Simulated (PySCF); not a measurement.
PySCF input file for HSi, SMILES [SiH] (connectivity only; charge and spin as stated), charge +1, multiplicity 1, ADC(3)/aug-cc-pVDZ. Coordinates come from a r2SCAN-D4/def2-TZVPD optimisation.

```python
import numpy as np
from pyscf import gto, scf, dft, adc

mol = gto.M(
    atom='''
    Si    0.00000000    0.00000000   -0.10116980
    H     0.00000000    0.00000000    1.41637714
    ''',
    basis='aug-cc-pVDZ',
    charge=1,
    spin=0,
    max_memory=1600,
    verbose=4,
)
mf = scf.RHF(mol)
mf.conv_tol = 1e-10
mf.max_cycle = 100
mf.kernel()
res = {}
for kind, nroots in (('ee', 6), ('ip', 6), ('ea', 2)):
    a = adc.ADC(mf).density_fit('aug-cc-pvdz-ri')
    a.method, a.method_type = 'adc(3)', kind
    e, v, p, x = a.kernel(nroots=nroots)
    res[kind] = (e * 27.211386245988, p)
for kind, (e, p) in res.items():
    print(kind, 'energies / eV', np.round(e, 3), 'strengths', np.round(p, 4))
```

Output:

```
PySCF version 2.14.0

[INPUT] verbose = 4
[INPUT] num. atoms = 2
[INPUT] num. electrons = 14
[INPUT] charge = 1
[INPUT] spin (= nelec alpha-beta = 2S) = 0
[INPUT] symmetry False subgroup None
[INPUT] Mole.unit = angstrom
[INPUT] Symbol           X                Y                Z      unit          X                Y                Z       unit  Magmom
[INPUT]  1 Si     0.000000000000   0.000000000000  -0.101169800000 AA    0.000000000000   0.000000000000  -0.191183214077 Bohr   0.0
[INPUT]  2 H      0.000000000000   0.000000000000   1.416377140000 AA    0.000000000000   0.000000000000   2.676564883695 Bohr   0.0

nuclear repulsion = 4.8818792734543
number of shells = 13
number of NR pGTOs = 61
number of NR cGTOs = 36
basis = aug-cc-pVDZ
ecp = {}


******** <class 'pyscf.scf.hf.RHF'> ********
method = RHF
initial guess = minao
damping factor = 0
level_shift factor = 0
DIIS = <class 'pyscf.scf.diis.CDIIS'>
diis_start_cycle = 1
diis_space = 8
diis_damp = 0
SCF conv_tol = 1e-10
SCF conv_tol_grad = None
SCF max_cycles = 100
direct_scf = True
direct_scf_tol = 1e-13
Set gradient conv threshold to 1e-05
Initial guess from minao.
init E= -289.140965905681
  HOMO = -0.253146774999669  LUMO = -0.0662373021977016  gap/eV = 5.08607
cycle= 1 E= -289.120173613903  delta_E= 0.0208  |g|= 0.237  |ddm|= 0.943
  HOMO = -0.687127395295899  LUMO = -0.299581036467865  gap/eV = 10.54567
cycle= 2 E= -289.154082903607  delta_E= -0.0339  |g|= 0.0435  |ddm|= 0.473
  HOMO = -0.661653137170912  LUMO = -0.258002173704651  gap/eV = 10.98390
cycle= 3 E= -289.155232527673  delta_E= -0.00115  |g|= 0.0087  |ddm|= 0.122
  HOMO = -0.660460283037039  LUMO = -0.256009232314013  gap/eV = 11.00567
cycle= 4 E= -289.155291460695  delta_E= -5.89e-05  |g|= 0.00139  |ddm|= 0.033
  HOMO = -0.660680716924375  LUMO = -0.256176927276108  gap/eV = 11.00711
cycle= 5 E= -289.15529304754  delta_E= -1.59e-06  |g|= 0.000143  |ddm|= 0.00509
  HOMO = -0.660710450859116  LUMO = -0.256191856777666  gap/eV = 11.00751
cycle= 6 E= -289.155293068736  delta_E= -2.12e-08  |g|= 2.12e-05  |ddm|= 0.000763
  HOMO = -0.660709927657161  LUMO = -0.256194180527783  gap/eV = 11.00743
cycle= 7 E= -289.155293069169  delta_E= -4.34e-10  |g|= 2.26e-06  |ddm|= 0.000108
  HOMO = -0.660709656266302  LUMO = -0.25619393557068  gap/eV = 11.00743
cycle= 8 E= -289.155293069173  delta_E= -3.41e-12  |g|= 1.84e-07  |ddm|= 1.1e-05
  HOMO = -0.660709625521829  LUMO = -0.256193933041088  gap/eV = 11.00743
Extra cycle  E= -289.155293069173  delta_E=    0  |g|= 5.05e-08  |ddm|= 8.6e-07
converged SCF energy = -289.155293069173

******** <class 'pyscf.adc.radc.RADC'> ********
******** ADC Orbital Information ********
Number of Frozen Occupied Orbitals: 0
Number of Frozen Virtual Orbitals: 0
Number of Active Occupied Orbitals: 7
Number of Active Virtual Orbitals: 29
*****************************************
******** <class 'pyscf.df.df.DF'> ********
auxbasis = aug-cc-pvdz-ri
Reference correlation energy (doubles): -0.08298004
MP3 correlation energy of reference state (a.u.) = -0.08298004

******** <class 'pyscf.adc.radc_ee.RADCEE'> ********
max_space = 12
max_cycle = 50
conv_tol = 1e-08

*************************************************************
        ADC calculation summary (singlet states only)
*************************************************************
adc(3) root 0  |  Energy (Eh) =   0.1174565809  |  Energy (eV) =   3.19615636  |  Osc. strength = 0.01818677  |  conv = True
adc(3) root 1  |  Energy (Eh) =   0.1174565809  |  Energy (eV) =   3.19615636  |  Osc. strength = 0.01818677  |  conv = True
adc(3) root 2  |  Energy (Eh) =   0.2545566169  |  Energy (eV) =   6.92683837  |  Osc. strength = 0.00800547  |  conv = True
adc(3) root 3  |  Energy (Eh) =   0.3396654596  |  Energy (eV) =   9.24276794  |  Osc. strength = 0.05791371  |  conv = True
adc(3) root 4  |  Energy (Eh) =   0.3396654596  |  Energy (eV) =   9.24276794  |  Osc. strength = 0.05791371  |  conv = True
adc(3) root 5  |  Energy (Eh) =   0.3641007463  |  Energy (eV) =   9.90768596  |  Osc. strength = 0.66077508  |  conv = True

******** <class 'pyscf.adc.radc.RADC'> ********
******** ADC Orbital Information ********
Number of Frozen Occupied Orbitals: 0
Number of Frozen Virtual Orbitals: 0
Number of Active Occupied Orbitals: 7
Number of Active Virtual Orbitals: 29
*****************************************
******** <class 'pyscf.df.df.DF'> ********
auxbasis = aug-cc-pvdz-ri
Reference correlation energy (doubles): -0.08298004
MP3 correlation energy of reference state (a.u.) = -0.08298004

******** <class 'pyscf.adc.radc_ip.RADCIP'> ********
max_space = 12
max_cycle = 50
conv_tol = 1e-08

*************************************************************
        ADC calculation summary (doublet states only)
*************************************************************
adc(3) root 0  |  Energy (Eh) =   0.6698824420  |  Energy (eV) =  18.22842972  |  Spec. factor = 1.85693636  |  conv = True
adc(3) root 1  |  Energy (Eh) =   0.7776701173  |  Energy (eV) =  21.16148176  |  Spec. factor = 0.00853008  |  conv = True
adc(3) root 2  |  Energy (Eh) =   0.7776701177  |  Energy (eV) =  21.16148177  |  Spec. factor = 0.00853008  |  conv = True
adc(3) root 3  |  Energy (Eh) =   0.8876225389  |  Energy (eV) =  24.15343955  |  Spec. factor = 1.43004215  |  conv = True
adc(3) root 4  |  Energy (Eh) =   1.0146065399  |  Energy (eV) =  27.60885021  |  Spec. factor = 0.00092644  |  conv = True
adc(3) root 5  |  Energy (Eh) =   1.0146065447  |  Energy (eV) =  27.60885035  |  Spec. factor = 0.00092644  |  conv = True

******** <class 'pyscf.adc.radc.RADC'> ********
******** ADC Orbital Information ********
Number of Frozen Occupied Orbitals: 0
Number of Frozen Virtual Orbitals: 0
Number of Active Occupied Orbitals: 7
Number of Active Virtual Orbitals: 29
*****************************************
******** <class 'pyscf.df.df.DF'> ********
auxbasis = aug-cc-pvdz-ri
Reference correlation energy (doubles): -0.08298004
MP3 correlation energy of reference state (a.u.) = -0.08298004

******** <class 'pyscf.adc.radc_ea.RADCEA'> ********
max_space = 12
max_cycle = 50
conv_tol = 1e-08

*************************************************************
        ADC calculation summary (doublet states only)
*************************************************************
adc(3) root 0  |  Energy (Eh) =  -0.2884367928  |  Energy (eV) =  -7.84876491  |  Spec. factor = 1.86238606  |  conv = True
adc(3) root 1  |  Energy (Eh) =  -0.2884367928  |  Energy (eV) =  -7.84876491  |  Spec. factor = 1.86238606  |  conv = True
ee energies / eV [3.196 3.196 6.927 9.243 9.243 9.908] strengths [0.0182 0.0182 0.008  0.0579 0.0579 0.6608]
ip energies / eV [18.228 21.161 21.161 24.153 27.609 27.609] strengths [1.8569e+00 8.5000e-03 8.5000e-03 1.4300e+00 9.0000e-04 9.0000e-04]
ea energies / eV [-7.849 -7.849] strengths [1.8624 1.8624]
```

The calculation finished and met its thresholds.

Cost: roughly 9 core-seconds.
